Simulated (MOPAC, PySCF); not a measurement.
C₁₀H₉BO, SMILES `Bc1ccc2ccc(O)ccc1-2`, neutral singlet in the gas phase. 

Z-matrix (Å, degrees):
```
C
C 1 1.3906
C 2 1.3922 1 129.83
H 2 1.0941 1 114.69 3 180.00
H 3 1.0965 2 115.61 4 0.02
C 3 1.4008 5 115.10 2 180.00
O 6 1.3440 3 118.71 5 0.00
H 7 0.9641 6 109.73 3 0.01
C 6 1.4091 7 113.33 8 -180.00
C 9 1.3821 6 128.77 7 179.99
H 9 1.0927 10 117.49 6 179.99
H 10 1.0952 9 115.12 11 0.00
C 10 1.4014 12 115.03 9 180.00
C 13 1.4120 10 125.52 12 0.01
H 14 1.0903 13 124.89 10 0.00
C 14 1.3923 15 126.82 13 -179.99
H 16 1.0915 14 125.27 15 0.00
C 16 1.4215 17 123.81 14 -179.99
B 18 1.5148 16 126.10 17 0.02
H 19 1.2116 18 119.97 16 -0.04
H 19 1.2137 20 118.20 18 -179.99
```
Charge 0, spin multiplicity 1.

All levels are single points at this geometry (PBE0-D3(BJ)/def2-SVP); Pople sets use spherical d functions. Orbital energies aren't observables, and empty levels follow the basis.

```csv
level,HOMO (eV),LUMO (eV),gap (eV),dipole (D),"vertical IE, Delta-SCF (eV)"
PBE-D3(BJ)/def2-TZVP in PySCF,-5.36,-2.86,2.50,4.08,7.65
ωB97X-D3(BJ)/def2-TZVP in PySCF,-8.01,-0.26,7.76,3.96,7.60
B3LYP/3-21G in PySCF,-5.72,-1.91,3.82,4.19,–
BP86/6-31G* in PySCF,-5.14,-2.59,2.54,4.17,–
M06-2X/6-31G* in PySCF,-6.77,-1.11,5.67,3.78,–
HF/3-21G in PySCF,-7.53,1.32,8.85,3.63,–
HF/6-31G* in PySCF,-7.34,1.45,8.79,3.59,–
HF/STO-3G in PySCF,-5.33,4.08,9.41,3.87,–
AM1 in MOPAC,-8.18,-1.15,7.03,3.04,–
```
